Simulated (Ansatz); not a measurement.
Several settings on one geometry of Ga₆N₇H₂₄⁺, a cluster cut from zinc blende GaN (hydrogen-capped) (that of the charge 1 singlet, PBE-D4/def2-SVP). Ansatz on 2 threads of AMD EPYC 7R13 on a shared host and a share (18 GiB) of an NVIDIA H100 80GB HBM3; times are rough.

```xyz
37

Ga   -3.734    1.165    0.057
Ga    1.165   -3.735    0.034
Ga   -1.278   -1.279    0.240
Ga    1.272    1.273    0.254
Ga   -1.174    3.739    0.012
Ga    3.738   -1.172    0.040
N    -2.389   -0.107   -0.906
N    -2.573    2.586    0.933
N    -0.108   -2.381   -0.916
N     2.577   -2.582    0.935
N     0.116    2.381   -0.910
N     2.389    0.114   -0.899
N    -0.005   -0.005    1.143
H    -4.497    1.882   -1.114
H    -4.290    0.246    1.210
H     1.892   -4.477   -1.146
H     0.243   -4.313    1.173
H    -2.112   -2.120    1.254
H     2.099    2.108    1.280
H    -1.907    4.448   -1.183
H    -0.259    4.349    1.139
H     4.471   -1.897   -1.146
H     4.324   -0.260    1.182
H    -3.043   -0.724   -1.416
H    -1.890    0.387   -1.659
H    -3.287    3.301    1.164
H    -2.255    2.287    1.868
H    -0.727   -3.032   -1.429
H     0.384   -1.877   -1.667
H     2.268   -2.274    1.870
H     3.290   -3.298    1.166
H    -0.363    1.877   -1.670
H     0.743    3.032   -1.413
H     1.892   -0.368   -1.660
H     3.044    0.739   -1.398
H    -0.577    0.562    1.789
H     0.562   -0.576    1.789
```

Totals from different functionals, basis sets or treatments of relativity can't be compared as stabilities.

The 6-31G sets use Cartesian d functions.

Scalar relativity in a set contracted without it gives distorted totals.

The spins typed aren't always the lowest for that charge.

Problem. Give the basis size and estimate the energy, ⟨S²⟩ and time of these runs.

```tsv
run	method	charge	state	further keys
1	RKS CAM-B3LYP-D4/cc-pVDZ	1	singlet	final_grid: {core_spheres: 5, valence_spheres: 4, degree: 11}; scf: {omitted_lower_state_checks: [starts]}; forces asked
2	RKS r2SCANh-D4/def2-SVPD	1	singlet	fitting: {mean_field: def2-universal-jkfit}; pseudopotentials: {relativity: scalar}
3	UKS CAM-B3LYP/cc-pVDZ	0	doublet	accuracy: high
4	RKS r2SCAN0/6-31G	1	singlet	nuclear_model: gaussian; scf: {lower_state_search: light}
```

Solution. 
```csv
run,functions,energy (Eh),⟨S²⟩,wall time
1,380,-11947.3140,–,7 s
2,560,-12035.3708,–,6 s
3,380,-11947.3614,0.75,37 s
4,285,-11944.3074,–,6 s
```
